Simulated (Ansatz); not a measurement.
Mulliken charges of `C#C[SiH]OC` radical from B3LYP/def2-TZVPP in Ansatz (PBE0-D4/def2-TZVP geometry).

| atom | x (Å) | y (Å) | z (Å) | charge (e) |
| --- | --- | --- | --- | --- |
| C1 | -0.839 | -2.332 | 0.733 | -0.024 |
| C2 | 0.024 | -1.487 | 0.650 | -0.361 |
| Si3 | 1.377 | -0.312 | 0.348 | 0.345 |
| O4 | 0.809 | 1.187 | 0.009 | -0.349 |
| C5 | -0.269 | 1.470 | -0.855 | -0.116 |
| H6 | -1.600 | -3.073 | 0.821 | 0.244 |
| H7 | 2.247 | -0.177 | 1.542 | -0.055 |
| H8 | -1.138 | 0.844 | -0.627 | 0.104 |
| H9 | 0.014 | 1.313 | -1.900 | 0.099 |
| H10 | -0.542 | 2.517 | -0.719 | 0.113 |

Problem. By hand: the dipole of these point charges (1 e Å = 4.8032 D).

Solution. Σ q r = (-0.457, -0.338, -0.255) e Å, of length 0.623 e Å = 2.99 D.

Problem. How does the dipole of the full density compare? (An estimate is asked.)

Solution. Ansatz gave: (-0.275, -0.067, -0.163) e Å, 1.57 D; the point charges give 1.90 times that, at 21° from its direction.

Point charges leave out the atoms' own dipoles, such as those of lone pairs, and Mulliken's split depends on the basis, so the two needn't agree.

B3LYP here is the variant with VWN-RPA as its local correlation; programs differ in this.
